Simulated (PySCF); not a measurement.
## Selenium: a sound run and one with changed settings

Sound run: Se²⁺ [Ar] 3d10 4s2 4p2, Se³⁺ [Ar] 3d10 4s2 4p1. Calculation: PySCF 2.14, in def2-SVP (5s4p3d, 32 functions); no relativity, point nucleus. The sound run starts from symmetry-adapted Hartree-Fock orbitals and uses a fine grid where one is needed.

Changed run: radial step 0.5 in ln r (0.13 in the sound run). This setting is unsound on purpose.

| species | method | sound run (hartree) | changed run (hartree) | converged |
| --- | --- | --- | --- | --- |
| Se²⁺ | UHF | -2398.44768 | -2398.44768 | yes |
| Se²⁺ | M06-2X | -2400.09533 | -2399.93809 | yes |
| Se²⁺ | PBE | -2399.69252 | -2399.70108 | yes |
| Se³⁺ | UHF | -2397.31118 | -2397.31118 | yes |
| Se³⁺ | M06-2X | -2398.94353 | -2398.77972 | yes |
| Se³⁺ | PBE | -2398.53217 | -2398.54060 | yes |

Ionisation energy of Se²⁺:

| method | sound run (eV) | changed run (eV) |
| --- | --- | --- |
| UHF | 30.926 | 30.926 |
| M06-2X | 31.342 | 31.521 |
| PBE | 31.575 | 31.578 |

A coarse radial grid mis-integrates the density and the exchange-correlation energy, with errors of either sign; Hartree-Fock needs no grid.

For comparison, NIST gives 31.697 ± 0.019 eV between the lowest levels.
